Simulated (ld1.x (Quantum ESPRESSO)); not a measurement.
Which change was made? (C, TM)

ld1.x (Quantum ESPRESSO) 7.5 input, shortened:

```
&input
   title='C', zed=6., rel=1, dft='PW91', iswitch=3,
   config='[He] 2s2 2p2'
 /
 &inputp
   pseudotype=2, tm=.true., lloc=-1, rcloc=1.30,
   nlcc=.false.
 /
2
2S  1  0   2.00   0.00  1.00  1.00  0.0
2P  2  1   2.00   0.00  3.10  3.10  0.0
 &test
   configts(1)='2s2 2p2'
 /
```

Cutoffs, loose and tight: the cutoffs (Ry, on a coarse ladder) from which the occupation-weighted sum of valence levels, in a spherical-Bessel basis at the reference potential, stays within 10 and 1 mRy of its value at 400 Ry. They do not see the model core or the augmentation charge, which bear on the density cutoff. Test errors are all-electron minus pseudo excitation energies from the reference, over the configurations 2s2 2p1; 2s2 2p0; 2s1 2p0; 2s2 2p2.3; 2s1 2p3; 2s0 2p4; 2s2 2p1.5; variants that change the core or the reference have their own tests.

The base gives: outcome: generated; cutoff, loose: 35 Ry; cutoff, tight: 90 Ry; bound ghosts: none; largest test error (meV): +2392.

Question: After one change the result is: outcome: generated; cutoff, loose: 35 Ry; cutoff, tight: 80 Ry; bound ghosts: none; largest test error (meV): +4390. Which change was it?
A. all radii scaled by about 1.26 (s 1.26, p 3.92 bohr); local potential all-electron potential smoothed inside 1.64 bohr (lloc = -1)
B. all radii scaled by about 0.90 (s 0.90, p 2.78 bohr); local potential all-electron potential smoothed inside 1.16 bohr (lloc = -1)
C. all radii scaled by about 0.75 (s 0.74, p 2.32 bohr); local potential all-electron potential smoothed inside 0.98 bohr (lloc = -1)
D. all radii scaled by about 1.39 (s 1.38, p 4.30 bohr); local potential all-electron potential smoothed inside 1.80 bohr (lloc = -1)

Answer: A. The others give: all radii scaled by about 0.75 (s 0.74, p 2.32 bohr); local potential all-electron potential smoothed inside 0.98 bohr (lloc = -1) → outcome: generated; cutoff, loose: 140 Ry; cutoff, tight: 260 Ry; bound ghosts: none; largest test error (meV): +980 | all radii scaled by about 0.90 (s 0.90, p 2.78 bohr); local potential all-electron potential smoothed inside 1.16 bohr (lloc = -1) → outcome: generated; cutoff, loose: 40 Ry; cutoff, tight: 110 Ry; bound ghosts: none; largest test error (meV): +1775 | all radii scaled by about 1.39 (s 1.38, p 4.30 bohr); local potential all-electron potential smoothed inside 1.80 bohr (lloc = -1) → outcome: generated; cutoff, loose: 30 Ry; cutoff, tight: 70 Ry; bound ghosts: none; largest test error (meV): +5542.
